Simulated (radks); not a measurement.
The numbers below are computed, except where a source is named.
Charge is removed step by step from the 3p3/2 level of the silver ion Ag3+, starting from [Ne] 3s2 3p(1/2: 2, 3/2: 4) 3d10 4s2 4p6 4d8. Code: a radial shooting solver on a logarithmic mesh with Libxc functionals. Model: Dirac Kohn-Sham, LDA (Slater exchange, Perdew-Wang correlation), spin-unpolarised, spherical densities, finite nucleus; open shells fill j = l - 1/2 first; Fermi nuclear charge, rms radius 4.5454 fm.

[
 {"removed (e)": "0", "E - E(0) (eV)": "0.000", "eigenvalue (eV)": "-586.56", "E minus straight line (eV)": "0.000"},
 {"removed (e)": "0.125", "E - E(0) (eV)": "73.622", "eigenvalue (eV)": "-591.40", "E minus straight line (eV)": "-2.156"},
 {"removed (e)": "0.25", "E - E(0) (eV)": "147.85", "eigenvalue (eV)": "-596.28", "E minus straight line (eV)": "-3.704"},
 {"removed (e)": "0.375", "E - E(0) (eV)": "222.69", "eigenvalue (eV)": "-601.19", "E minus straight line (eV)": "-4.641"},
 {"removed (e)": "0.5", "E - E(0) (eV)": "298.15", "eigenvalue (eV)": "-606.14", "E minus straight line (eV)": "-4.961"},
 {"removed (e)": "0.625", "E - E(0) (eV)": "374.23", "eigenvalue (eV)": "-611.11", "E minus straight line (eV)": "-4.661"},
 {"removed (e)": "0.75", "E - E(0) (eV)": "450.93", "eigenvalue (eV)": "-616.12", "E minus straight line (eV)": "-3.737"},
 {"removed (e)": "0.875", "E - E(0) (eV)": "528.26", "eigenvalue (eV)": "-621.17", "E minus straight line (eV)": "-2.185"},
 {"removed (e)": "1", "E - E(0) (eV)": "606.22", "eigenvalue (eV)": "-626.24", "E minus straight line (eV)": "0.000"}
]

Removing the whole electron costs 606.22 eV by Delta-SCF, against 586.56 eV from minus the eigenvalue at the starting occupation. Slater's transition state (half an electron removed) gives 606.14 eV. Integrating minus the eigenvalue over the occupation (Janak's theorem) gives 606.22 eV. The mean slope of the eigenvalue, de/dn, is 39.7 eV per electron.
